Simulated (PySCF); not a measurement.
Diatomics with 22 electrons

CCSD(T) in PySCF with def2-SVPD on every atom, for the lowest determinant that a PBE0 search found; no spin–orbit coupling. All have 22 electrons, 2 of them in the valence shells, and the same state, a singlet (closed shell). For ions De leads to the atom and ion picked by measured ionisation energies and electron affinities.

| species | difference of nuclear charges | Re (Å) | ωe (cm⁻¹) | k (mdyn/Å) | De (eV) | dissociates to |
| --- | --- | --- | --- | --- | --- | --- |
| Na2 | 0 | 3.211 | 151 | 0.154 | 0.70 | Na + Na |
| KLi | 16 | 3.443 | 199 | 0.139 | 0.69 | K + Li |
| KBe⁺ | 15 | 3.688 | 115 | 0.0567 | 0.15 | K⁺ + Be |
| LiCa⁺ | 17 | 3.398 | 229 | 0.184 | 1.14 | Li⁺ + Ca |

Which member of the whole set has the stiffest bond, and how does it compare with the softest?

LiCa⁺ with k = 0.184 mdyn/Å, 3.2 times that of KBe⁺.

Correlated steps freeze the inner cores (2 to 5 orbitals); shallow outer-core shells are correlated. Weak bonds: KBe⁺. Basis-set superposition, not corrected here, can be much of De in a small basis, most of all at correlated wavefunction levels. For an ion De counts to the pair picked by the measured ionisation energies or electron affinities, which need not be the lowest pair at this level. Where the molecule has an RHF reference, its open-shell atoms are computed with UHF.
